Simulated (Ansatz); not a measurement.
SbO, multiplicity 2 (lowest of 2S+1 = 2, 4 at CCSD(T)/def2-TZVPP on PBE0 minima; our sources give no spin for the ground state, which may be another), most abundant isotopes (15.9949 and 120.9038 u). Constants from fifth-degree fits in 1/R to seven points on the lowest solution found; no spin–orbit coupling, no relativity up to Kr; ω_e x_e and α_e move by some per cent with the fit.

Correlated levels freeze the inner cores; with def2 sets outer-core shells near the valence are correlated too.

The values were computed with Ansatz (Gaussian orbitals).  In def2 rows elements past Kr take small-core potentials, without spin–orbit coupling.

| level | r_e (Å) | ω_e (cm⁻¹) | ω_e x_e (cm⁻¹) | α_e (cm⁻¹) |
|---|---|---|---|---|
| PBE/def2-TZVPP | 1.8372 | 814.9 | 3.36 | 0.00206 |
| CCSD(T)/def2-QZVPP | 1.8221 | 827.9 | 4.32 | 0.00228 |

**Question.** Derive the rotational constants, the centrifugal constant, the fundamental, the zero-point energy and the force constant.

**Answer.** 
μ = 14.12611 u.
- PBE/def2-TZVPP: B_e = 16.8576/(μ r_e²) = 0.35356 cm⁻¹; B₀ = B_e − α_e/2 = 0.35254 cm⁻¹; D = 4B_e³/ω_e² = 2.66e-07 cm⁻¹; fundamental ω_e − 2ω_e x_e = 808 cm⁻¹; zero-point energy ω_e/2 − ω_e x_e/4 = 407 cm⁻¹; k = μ(2πcω_e)² = 553 N/m
- CCSD(T)/def2-QZVPP: B_e = 16.8576/(μ r_e²) = 0.35946 cm⁻¹; B₀ = B_e − α_e/2 = 0.35832 cm⁻¹; D = 4B_e³/ω_e² = 2.71e-07 cm⁻¹; fundamental ω_e − 2ω_e x_e = 819 cm⁻¹; zero-point energy ω_e/2 − ω_e x_e/4 = 413 cm⁻¹; k = μ(2πcω_e)² = 570 N/m

Ansatz is a first-principles code.
